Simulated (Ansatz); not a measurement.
Ansatz (a program for electronic structure) input for Mo(S)2(OH)(Me) (CH₄MoOS₂), SMILES [CH3][Mo]([OH])(=[S])=[S], multiplicity 1, PBE-D3(BJ)/def2-SVP. 

Ansatz 0.2 input:
```yaml
crystal:
  periodic: [false, false, false]
  atoms:
    - {symbol: Mo, position_ang: [-0.15603001, 0.11983837, -0.00886335]}
    - {symbol: S, position_ang: [0.86505926, -0.48700698, -1.76293191]}
    - {symbol: S, position_ang: [1.08320340, -0.07213380, 1.69523194]}
    - {symbol: O, position_ang: [-0.99918220, 1.77532702, -0.18264329]}
    - {symbol: H, position_ang: [-0.99841372, 2.48318522, 0.47881415]}
    - {symbol: C, position_ang: [-1.64828939, -1.33869219, 0.25673660]}
    - {symbol: H, position_ang: [-1.21593676, -2.34690596, 0.33257948]}
    - {symbol: H, position_ang: [-2.32024589, -1.29048475, -0.61600038]}
    - {symbol: H, position_ang: [-2.20115203, -1.10321670, 1.18079405]}
basis:
  gaussian:
    orbitals: def2-SVP
hamiltonian:
  xc: pbe
  dispersion: d3bj
relax: {f_tol: 0.002, max_steps: 200}
```

Program output:

```
WARN ansatz: RAYON_NUM_THREADS=1 ignored (pool sized by the plan → 1); use --threads N
Functional definition: PBE
integrals: 0.06 GiB planned
1246 factors; their error is unknown
mean field: 0.35 GiB planned
mean field evaluation 1: about -26644.9576 eV, gradient 7.8e1 eV
mean field evaluation 2: about -26530.0910 eV, gradient 2.1e2 eV
mean field evaluation 4: about -26650.2736 eV, gradient 6.2e1 eV
mean field evaluation 8: about -26658.5500 eV, gradient 4.3e0 eV
mean field evaluation 16: about -26658.5326 eV, gradient 9.9e-3 eV
mean field -26658.53263122 eV, -979.6830043950 hartree, gradient 5.6e-5 eV, S^2 0.000000; 0 other end points of the search recorded, 0 dependent functions left out
the calculation of the forces begins
reference -26658.53270155 eV, -979.6830069794 hartree; 32, 32 occupied and 83, 83 virtual orbitals, 1246 factors
relax step   1: F+E_penalty+E_count = -26658.83547715 eV  Δ(F+E_penalty+E_count) = +0.000e0 eV  max|allowed force component| = 3.387e-1 eV/Å  Δτ_max = 0.0000 Å  (32 SCF iters, accepted)
these checks for a lower state are left out or cut short: starts, cluster_reference, orbital_swaps, neighbouring_geometries, increment
integrals: 0.06 GiB planned
1246 factors; their error is unknown
mean field: 0.35 GiB planned
mean field -26658.54149925 eV, -979.6833302890 hartree, gradient 1.7e-5 eV, S^2 0.000000; 0 other end points of the search recorded, 0 dependent functions left out
the calculation of the forces begins
reference -26658.54156973 eV, -979.6833328792 hartree; 32, 32 occupied and 83, 83 virtual orbitals, 1246 factors
relax step   2: F+E_penalty+E_count = -26658.84321208 eV  Δ(F+E_penalty+E_count) = -7.735e-3 eV  max|allowed force component| = 1.598e-1 eV/Å  Δτ_max = 0.0184 Å  (35 SCF iters, accepted)
these checks for a lower state are left out or cut short: starts, cluster_reference, orbital_swaps, neighbouring_geometries, increment
integrals: 0.06 GiB planned
1246 factors; their error is unknown
mean field: 0.35 GiB planned
mean field evaluation 32: about -26658.5425 eV, gradient 2.0e-1 eV
mean field -26658.54256351 eV, -979.6833693997 hartree, gradient 1.8e-5 eV, S^2 0.000000; 0 other end points of the search recorded, 0 dependent functions left out
the calculation of the forces begins
reference -26658.54263397 eV, -979.6833719893 hartree; 32, 32 occupied and 83, 83 virtual orbitals, 1246 factors
relax step   3: F+E_penalty+E_count = -26658.84457708 eV  Δ(F+E_penalty+E_count) = -1.365e-3 eV  max|allowed force component| = 3.540e-2 eV/Å  Δτ_max = 0.0114 Å  (35 SCF iters, accepted)
these checks for a lower state are left out or cut short: starts, cluster_reference, orbital_swaps, neighbouring_geometries, increment
integrals: 0.06 GiB planned
1246 factors; their error is unknown
mean field: 0.35 GiB planned
mean field -26658.54280086 eV, -979.6833781222 hartree, gradient 1.8e-5 eV, S^2 0.000000; 0 other end points of the search recorded, 0 dependent functions left out
the calculation of the forces begins
reference -26658.54287133 eV, -979.6833807119 hartree; 32, 32 occupied and 83, 83 virtual orbitals, 1246 factors
relax step   4: F+E_penalty+E_count = -26658.84488671 eV  Δ(F+E_penalty+E_count) = -3.096e-4 eV  max|allowed force component| = 3.704e-2 eV/Å  Δτ_max = 0.0081 Å  (35 SCF iters, accepted)
these checks for a lower state are left out or cut short: starts, cluster_reference, orbital_swaps, neighbouring_geometries, increment
integrals: 0.06 GiB planned
1246 factors; their error is unknown
mean field: 0.35 GiB planned
mean field -26658.54242206 eV, -979.6833642018 hartree, gradient 1.8e-5 eV, S^2 0.000000; 0 other end points of the search recorded, 0 dependent functions left out
the calculation of the forces begins
reference -26658.54249256 eV, -979.6833667925 hartree; 32, 32 occupied and 83, 83 virtual orbitals, 1246 factors
relax step   5: F+E_penalty+E_count = -26658.84450293 eV  Δ(F+E_penalty+E_count) = +3.838e-4 eV  max|allowed force component| = 1.806e-1 eV/Å  Δτ_max = 0.0166 Å  (34 SCF iters, rejected (line search))
these checks for a lower state are left out or cut short: starts, cluster_reference, orbital_swaps, neighbouring_geometries, increment
integrals: 0.06 GiB planned
1246 factors; their error is unknown
mean field: 0.35 GiB planned
mean field -26658.54305396 eV, -979.6833874235 hartree, gradient 1.8e-5 eV, S^2 0.000000; 0 other end points of the search recorded, 0 dependent functions left out
the calculation of the forces begins
reference -26658.54312443 eV, -979.6833900134 hartree; 32, 32 occupied and 83, 83 virtual orbitals, 1246 factors
relax step   6: F+E_penalty+E_count = -26658.84518505 eV  Δ(F+E_penalty+E_count) = -2.983e-4 eV  max|allowed force component| = 1.149e-2 eV/Å  Δτ_max = 0.0081 Å  (35 SCF iters, accepted)
these checks for a lower state are left out or cut short: starts, cluster_reference, orbital_swaps, neighbouring_geometries, increment
integrals: 0.06 GiB planned
1246 factors; their error is unknown
mean field: 0.35 GiB planned
mean field evaluation 64: about -26658.5431 eV, gradient 1.8e-5 eV
mean field -26658.54305656 eV, -979.6833875192 hartree, gradient 1.8e-5 eV, S^2 0.000000; 0 other end points of the search recorded, 0 dependent functions left out
the calculation of the forces begins
reference -26658.54312704 eV, -979.6833901092 hartree; 32, 32 occupied and 83, 83 virtual orbitals, 1246 factors
relax step   7: F+E_penalty+E_count = -26658.84533661 eV  Δ(F+E_penalty+E_count) = -1.516e-4 eV  max|allowed force component| = 1.602e-2 eV/Å  Δτ_max = 0.0196 Å  (35 SCF iters, accepted)
these checks for a lower state are left out or cut short: starts, cluster_reference, orbital_swaps, neighbouring_geometries, increment
integrals: 0.06 GiB planned
1246 factors; their error is unknown
mean field: 0.35 GiB planned
mean field -26658.54312153 eV, -979.6833899065 hartree, gradient 2.6e-5 eV, S^2 0.000000; 0 other end points of the search recorded, 0 dependent functions left out
the calculation of the forces begins
reference -26658.54319200 eV, -979.6833924966 hartree; 32, 32 occupied and 83, 83 virtual orbitals, 1246 factors
relax step   8: F+E_penalty+E_count = -26658.84535877 eV  Δ(F+E_penalty+E_count) = -2.215e-5 eV  max|allowed force component| = 5.376e-3 eV/Å  Δτ_max = 0.0036 Å  (27 SCF iters, accepted)
these checks for a lower state are left out or cut short: starts, cluster_reference, orbital_swaps, neighbouring_geometries, increment
integrals: 0.06 GiB planned
1246 factors; their error is unknown
mean field: 0.35 GiB planned
mean field -26658.54312513 eV, -979.6833900391 hartree, gradient 1.4e-5 eV, S^2 0.000000; 0 other end points of the search recorded, 0 dependent functions left out
the calculation of the forces begins
reference -26658.54319561 eV, -979.6833926291 hartree; 32, 32 occupied and 83, 83 virtual orbitals, 1246 factors
relax step   9: F+E_penalty+E_count = -26658.84536569 eV  Δ(F+E_penalty+E_count) = -6.924e-6 eV  max|allowed force component| = 1.967e-3 eV/Å  Δτ_max = 0.0017 Å  (27 SCF iters, accepted)
integrals: 0.06 GiB planned
1246 factors; their error is unknown
mean field: 0.35 GiB planned
mean field evaluation 96: about -26658.5431 eV, gradient 2.2e-3 eV
mean field -26658.54312513 eV, -979.6833900391 hartree, gradient 1.4e-5 eV, S^2 0.000000; 1 other end points of the search recorded, 0 dependent functions left out
the calculation of the forces begins
reference -26658.54319561 eV, -979.6833926291 hartree; 32, 32 occupied and 83, 83 virtual orbitals, 1246 factors
Total energy: -26658.84543617 eV, -979.6944997648 hartree
Atom 0 at    -0.167145     0.120052    -0.011508 Å, force     0.000628    -0.001760    -0.001967 eV/Å
Atom 1 at     0.868889    -0.484422    -1.769800 Å, force     0.000218    -0.000118     0.001446 eV/Å
Atom 2 at     1.082536    -0.053704     1.699021 Å, force     0.000485     0.000218    -0.000355 eV/Å
Atom 3 at    -1.000690     1.786687    -0.199599 Å, force    -0.000731    -0.000448     0.000185 eV/Å
Atom 4 at    -0.975925     2.468760     0.500340 Å, force     0.000118     0.000702     0.000704 eV/Å
Atom 5 at    -1.650192    -1.339043     0.256180 Å, force     0.001360     0.001060    -0.000564 eV/Å
Atom 6 at    -1.211020    -2.353026     0.336999 Å, force     0.000465     0.001282    -0.000158 eV/Å
Atom 7 at    -2.326891    -1.300728    -0.623624 Å, force    -0.000936    -0.000420     0.000528 eV/Å
Atom 8 at    -2.210549    -1.104665     1.185708 Å, force    -0.001606    -0.000517     0.000182 eV/Å
Dipole moment:    -0.460490     0.228234     0.264792 e Å
```

The calculation finished and met its thresholds.

Cost: roughly 40 core-seconds.
